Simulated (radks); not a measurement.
Problem. These are the eigenvalues of the occupied orbitals of an atom or ion with whole-number occupations (hartree). Calculated with a radial shooting solver on a logarithmic mesh with Libxc functionals: scalar-relativistic Kohn-Sham, LB94 model potential, spin-polarised, spherical densities, finite nucleus; Fermi nuclear charge, rms radius of each element as measured or else 0.836 A^(1/3) + 0.57 fm.

1s down: -3120.312
1s up: -3120.309
2s up: -599.3524
2s down: -599.3267
2p up: -524.8106
2p down: -524.7936
3s up: -184.3655
3s down: -184.3460
3p up: -162.7601
3p down: -162.7389
3d up: -140.2015
3d down: -140.1531
4s up: -77.97624
4s down: -77.85778
4p up: -70.28099
4p down: -70.15788
4d up: -61.55628
4d down: -61.44114

Which element is it, and in what charge state? The configuration may be excited. Open shells, if any, are filled with parallel spins first.

Solution. Z = 80, mercury, charge +36: Hg36+ in [Kr] 4d8. The list shows which subshells hold electrons but not how many an open one holds; the 1s level, -3120.3 hartree, gives Z - s = 79.0 by -(Z - s)^2/2, which with screening and relativity narrows Z to a few neighbours, and the depths of the outer levels then fix element, charge and occupations together.
